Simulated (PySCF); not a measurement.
Several orderings of computed values.

Each SMILES stands for a single optimised conformer of the isolated species, non-relativistic unless stated. Electronic properties by PySCF.

The conformers computed, where there is a choice (atom-mapped SMILES and torsion angles):
- `[CH2:1]=[CH:2][SiH2:3][PH2:4]`: C1–C2–Si3–P4 -111°, H–P4–Si3–C2 -166°, H–P4–Si3–C2 -72°
- `[CH3:1][S:2][SiH2:3][Cl:4]`: C1–S2–Si3–Cl4 179°
- `[NH2:1][GeH2:2][CH2:3][F:4]`: N1–Ge2–C3–F4 -56°, H–N1–Ge2–C3 -64°, H–N1–Ge2–C3 60°
- `[OH:1][SiH-:2][C:3]([F:4])([F:5])[F:6]`: O1–Si2–C3–F4 -157°, H–O1–Si2–C3 41°
- `[F:1]/[CH:2]=[CH:3]\[CH:4]=[C:5](/[F:6])[C:7]([F:8])=[C:9]([F:10])[F:11]`: C2–C3–C4–C5 180°, C4–C5–C7–F8 0°

(1) Rank by dipole moment, highest first (PBE0-D3(BJ)/def2-SVP).
A. `F[CH2][GeH2][NH2]`
B. `C=C[SiH2]P`
C. `CS[SiH2]Cl`
D. `Brc1cn[nH]n1`

(2) Rank by smallest rotational constant, lowest first (PBE0-D3(BJ)/def2-SVP).
A. `[NH2][GeH2][CH2]F`
B. `F/C=C\C=C(/F)C(F)=C(F)F`
C. `O[SiH-]C(F)(F)F`
D. `[O-]c1ccco1`
E. `C=C[SiH2]P`

(3) By how much do the two ends of that ranking differ?

## Answers

(1) C (2.68 D), A (1.41 D), D (1.19 D), B (0.97 D).

(2) B (0.401 GHz), E (1.840 GHz), C (1.899 GHz), A (2.408 GHz), D (2.749 GHz).

(3) By 2.348 GHz, between `[O-]c1ccco1` and `F/C=C\C=C(/F)C(F)=C(F)F`.
